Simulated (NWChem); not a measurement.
System: Si2H4O, singlet; SMILES O[Si][SiH3]

```xyz
7

Si    -0.7745     0.9151     0.0001
O      0.7040     1.6943    -0.0010
H      1.5231     1.1847    -0.0003
Si     0.0472    -1.3970     0.0024
H      1.5525    -1.4611     0.0054
H     -0.4337    -2.1476    -1.2054
H     -0.4388    -2.1482     1.2077
```
Atoms are numbered in this order, from 1.

Results from NWChem. Geometry optimised at PBE0/def2-SVP; all other runs use it. Low-valent species are run as closed-shell singlets; no triplet was tried in these runs.

| quantity | level | value |
|---|---|---|
| −ε(HOMO) (eV) | PBE/def2-SVP | 5.21 |
| anisotropy (bohr³), static | PBE0/def2-SVPD | 32.6 |
| vertical, lowest state with f > 0.02, singlet (eV) | PBE0/def2-SVPD, TDA | 4.61 |
| cavity-dispersion-structure term (kcal/mol) in water | PBE0/def2-SVP, SMD | 2.2 |
| dipole (D) | PBE0/def2-SVP | 1.08 |
| highest harmonic frequency (cm⁻¹) | PBE0/def2-SVP | 3868 |
